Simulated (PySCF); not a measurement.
# Ionisation energy of Ta⁴⁶⁺ by level of theory

Ta⁴⁶⁺ [Ar] 3d9 (2D) → Ta⁴⁷⁺ [Ar] 3d8 (3F), as a difference of total energies. Calculation: PySCF 2.14, in an uncontracted even-tempered set (18 s from 9.6 bohr⁻², ratio 2.5; 13 p from 12 bohr⁻², ratio 2.5; 8 d from 12 bohr⁻², ratio 2.5; 4 f from 54 bohr⁻², ratio 2.7; 3 g from 81 bohr⁻², ratio 2.7); scalar relativity by spin-free X2C-1e. Correlated levels: outer shells: [Ne] frozen; virtual orbitals above 40 to 60 times the deepest correlated orbital energy dropped. The calculations carry no spin-orbit coupling.

```tsv
method	ionisation energy (eV)
UHF	4040.1
LDA	4040.2
PBE	4038.9
PBE0	4039.8
r2SCAN	4038.6
TPSSh	4038.0
M06	4042.2
MP2 (outer shells)	4041.8
SCS-MP2 (outer shells)	4041.6
```

Spin-orbit coupling is strong in these open shells (close to jj coupling). The scalar numbers leave it out and a first-order estimate fails, so it can dominate the gap to the real levels.

Breit and QED terms and the two-electron picture change are absent.

For comparison: 4014 ± 4 eV (theoretical estimate listed by NIST; NIST Atomic Spectra Database, ionization energies).
